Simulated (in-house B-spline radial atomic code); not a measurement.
Atomic self-consistent-field run: Pd3+. Method: Dirac-Kohn-Sham LDA VWN5, spherical fractional occupations, Fermi nucleus of rms radius 4.5318 fm, inside a hard spherical wall at 5.26 bohr. Calculated with an all-electron radial atomic-structure program (B-spline basis).

Command:
```bash
python run_scf.py task.json out
```
Settings (nuclear radius in fm, mass in u):
```
Z                46
configuration    [Ar] 3d10 4s2 4p5 4d8
hamiltonian      dirac
method           lda,vwn
spin_polarised   False
nucleus          fermi
rms_radius       4.5318
atomic_mass      105.90348
speed_of_light   137.035999084
wall_radius      5.26
```

Output (hartree, bohr):
```
 radial grid: 63 intervals, B-splines of order 8, outer radius 5.26 bohr

 iter        energy (Eh)    residual
    1       -5026.581404    4.61e-01
    2       -5031.374986    4.64e-01
    3       -5037.628442    7.20e-02
    4       -5037.862505    1.90e-02
    5       -5037.872909    7.13e-03
    6       -5037.874676    3.17e-03
    7       -5037.874938    1.00e-03
    8       -5037.874978    1.41e-05
    9       -5037.874978    3.71e-07

 total energy                     -5037.87498
 kinetic                            5260.5251
 electron-nucleus                 -12149.3003
 Hartree                            1988.7948
 exchange-correlation               -137.8945

 first-order corrections (not in the total)
   Gaunt                             3.6838
   retardation                      -0.3720
   frequency dependence             -0.0268
   self-energy                       2.4831
   Uehling                          -0.3034
   Wichmann-Kroll                    0.0054

 orbital      occ     eigenvalue          <r>       <r^2>       <1/r>     <1/r^3>       <r^4>       r_max    small
 1s1/2      2.000      -888.1071    0.0318832  0.00137358     48.1885           - 4.89934e-06     0.02068  2.83e-02
 2s1/2      2.000      -131.0633     0.138112   0.0225436     11.0756           - 0.000876501      0.1171  5.90e-03
 2p1/2      2.000      -121.7720     0.117182   0.0168655     11.0632           - 0.000572016     0.09051  5.92e-03
 2p3/2      4.000      -115.9220     0.122155   0.0181982     10.4239      3249.1 0.000655299     0.09469  5.69e-03
 3s1/2      2.000       -24.9441     0.379674    0.165087     3.85728           -   0.0418902      0.3424  1.64e-03
 3p1/2      2.000       -21.2707      0.37154     0.16063     3.76547           -   0.0417182      0.3286  1.59e-03
 3p3/2      4.000       -20.2503     0.382414    0.169937     3.60967     575.725   0.0465459      0.3385  1.53e-03
 3d3/2      4.000       -13.7171     0.355656    0.151064     3.44406     87.7781    0.043023      0.2802  1.42e-03
 3d5/2      6.000       -13.5134     0.359152    0.153896     3.40381      82.847   0.0445456      0.2831  1.40e-03
 4s1/2      2.000        -4.6892     0.934277     0.98855     1.48499           -     1.46235      0.8467  4.23e-04
 4p1/2      1.667        -3.5337     0.998972     1.14104     1.36944           -     2.02557      0.8852  3.70e-04
 4p3/2      3.333        -3.3606      1.02804     1.20832     1.32092     97.7407     2.27287      0.9097  3.52e-04
 4d3/2      3.200        -1.5891      1.28402     1.94352     1.03555     9.69387     6.65397       1.045  2.29e-04
 4d5/2      4.800        -1.5671       1.2969     1.98237     1.02384     9.07995     6.91756       1.055  2.25e-04
```

Time taken, with all properties: 0.54 s on 1 thread of Arm Neoverse V2, on a shared host.

For the Dirac Hamiltonian the kinetic term is c α·p + (β - 1)c².
